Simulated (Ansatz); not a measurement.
Geometry optimisation, RHF/6-31G* in Ansatz.

input.yaml

```yaml
crystal:
  periodic: [false, false, false]
  atoms:
    - { symbol: Si, position_ang: [-0.071161, -0.677553, -0.362975] }
    - { symbol: "N", position_ang: [0.659046, 0.520194, 2.332486] }
    - { symbol: H, position_ang: [-0.05576, 0.463971, 3.035791] }
    - { symbol: H, position_ang: [1.274582, 1.268465, 2.601249] }
    - { symbol: "N", position_ang: [1.542523, -0.148113, -0.598008] }
    - { symbol: H, position_ang: [2.326482, -0.746111, -0.449492] }
    - { symbol: H, position_ang: [1.765739, 0.813137, -0.458656] }
    - { symbol: "N", position_ang: [-1.067973, 0.694078, -0.156463] }
    - { symbol: H, position_ang: [-2.039662, 0.593847, -0.360811] }
    - { symbol: H, position_ang: [-0.906364, 1.273672, 0.637575] }
    - { symbol: "N", position_ang: [-0.814052, -1.500272, -1.693726] }
    - { symbol: H, position_ang: [-0.50746, -2.423797, -1.924956] }
    - { symbol: H, position_ang: [-0.923733, -0.961362, -2.531082] }
    - { symbol: S, position_ang: [-0.001295, -2.258785, 1.119894] }
    - { symbol: H, position_ang: [-0.931329, -3.04136, 0.598512] }
    - { symbol: H, position_ang: [1.196717, -0.347811, 2.424063] }
basis:
  gaussian: { orbitals: "6-31G*" }
hamiltonian:
  xc: hf
relax:
  f_tol: 0.03
  max_steps: 50
```

Launched with:

```bash
$ ansatz run input.yaml --threads 2 --pin off --max-ram 3072MiB --backend cpu --events-out ev --progress --plain --runs-dir out
```

Problem. Where does it end, and by what steps?

Solution. The forces met the threshold. After 19 steps the energy has fallen by 0.388 eV; H16 moved furthest, 1.08 Å.

| step | energy less start (eV) | largest force component (eV/Å) | accepted |
| --- | --- | --- | --- |
| 0 | 0.0000 | 0.997 | yes |
| 1 | -0.1456 | 0.327 | yes |
| 2 | -0.2203 | 0.232 | yes |
| 3 | -0.2804 | 0.272 | yes |
| 4 | -0.2768 | 0.801 | no |
| 5 | -0.3102 | 0.176 | yes |
| 6 | -0.3331 | 0.181 | yes |
| 7 | -0.3235 | 1.266 | no |
| 8 | -0.3463 | 0.268 | yes |
| 9 | -0.3557 | 0.571 | yes |
| 10 | -0.3704 | 0.219 | yes |
| 11 | -0.3690 | 0.320 | no |
| 12 | -0.3770 | 0.089 | yes |
| 13 | -0.3810 | 0.113 | yes |
| 14 | -0.3820 | 0.273 | yes |
| 15 | -0.3833 | 0.309 | yes |
| 16 | -0.3857 | 0.107 | yes |
| 17 | -0.3456 | 0.430 | no |
| 18 | -0.3877 | 0.091 | yes |
| 19 | -0.3882 | 0.010 | yes |

```xyz
16
Properties=species:S:1:pos:R:3
Si -0.083 -0.916 -0.485
N 0.600 1.114 2.706
H 0.237 0.400 3.311
H 1.028 1.809 3.289
N 1.560 -0.412 -0.374
H 2.302 -1.064 -0.515
H 1.798 0.491 -0.729
N -0.992 0.440 -0.008
H -1.984 0.433 -0.123
H -0.712 0.947 0.811
N -0.797 -1.437 -1.958
H -0.561 -2.314 -2.370
H -1.046 -0.760 -2.648
S -0.028 -2.692 0.753
H -1.198 -3.207 0.397
H 1.323 0.688 2.156
```

Whether the end is a true minimum wasn't checked by a vibrational analysis.

The run took 55 s on 2 threads of Arm Neoverse V1 (shared host), peak memory 0.29 GiB.
